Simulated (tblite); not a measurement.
Species: C5H11PSSi.
SMILES with atom numbers: `[CH3:1][P@:2]1(=[S:3])[CH2:4][CH:5]=[C:6]([SiH3:7])[CH2:8]1` (hydrogens: H9, H10, H11 on C1; H12, H13 on C4; H14 on C5; H15, H16, H17 on Si7; H18, H19 on C8)

A start from a force field or distance geometry was refined with GFN2-xTB geometry optimisation, gas phase in tblite 0.8.0. Values at the start:

```
coordinate    start
     C1–P2  1.785 Å
     C1–H9  1.129 Å
     P2=S3  1.690 Å
     P2–C4  1.811 Å
     P2–C8  1.855 Å
     C4–C5  1.464 Å
    C4–H12  1.124 Å
    C4–H13  1.114 Å
     C5=C6  1.280 Å
    C5–H14  1.130 Å
    C6–Si7  1.886 Å
     C6–C8  1.474 Å
   Si7–H15  1.471 Å
    C8–H18  1.104 Å
    C8–H19  1.092 Å
  C1–P2–C4   113.1°
  C1–P2–C8   111.2°
  P2–C4–C5   101.2°
  P2–C8–C6   100.1°
  S3–P2–C4   109.7°
  S3–P2–C8   112.2°
 C5–C6–Si7   123.1°
  C5–C6–C8   116.9°
```

How do these coordinates change at the GFN2-xTB level?

| coordinate | GFN2-xTB (Å or °) | change |
| --- | --- | --- |
| P2=S3 | 1.938 | +0.248 |
| C1–P2 | 1.836 | +0.051 |
| C5–H14 | 1.079 | -0.051 |
| C5=C6 | 1.331 | +0.051 |
| P2–C4 | 1.853 | +0.042 |
| C1–H9 | 1.088 | -0.041 |
| C4–C5 | 1.496 | +0.032 |
| C4–H12 | 1.093 | -0.031 |
| C6–C8 | 1.503 | +0.029 |
| C4–H13 | 1.096 | -0.018 |
| C8–H18 | 1.092 | -0.012 |
| Si7–H15 | 1.464 | -0.007 |
| C6–Si7 | 1.881 | -0.005 |
| P2–C8 | 1.851 | -0.004 |
| C8–H19 | 1.095 | +0.003 |
| C1–P2–C4 | 104.1 | -9.0 |
| S3–P2–C4 | 118.6 | +8.9 |
| C1–P2–C8 | 104.0 | -7.2 |
| S3–P2–C8 | 119.2 | +7.0 |
| P2–C8–C6 | 104.3 | +4.2 |
| C5–C6–Si7 | 125.9 | +2.8 |
| P2–C4–C5 | 103.1 | +1.9 |
| C5–C6–C8 | 115.0 | -1.9 |

The energy falls by 51.7 kcal/mol over 222 L-BFGS steps, the largest force on an atom goes from 18.06 to 0.007 eV/Å, and the atoms move by 1.089 Å rms after alignment. The bond that changes most is P2=S3 (ends: phosphorus bonded to 3 C and S; sulfur bonded to P), which lengthens by 0.248 Å. Bonds longer at the end by more than 0.005 Å: 7 of 19; shorter: 9. Among the dihedrals that turn most is S3–P2–C8–H18, from 165° to 89°. Rotational constants go from 2400, 756.1, 726.1 to 2618, 635.8, 621.6 MHz.

Its GFN2-xTB frequencies are all real (lowest 49 cm⁻¹). The numbers are those of one conformer.

These are computed values.
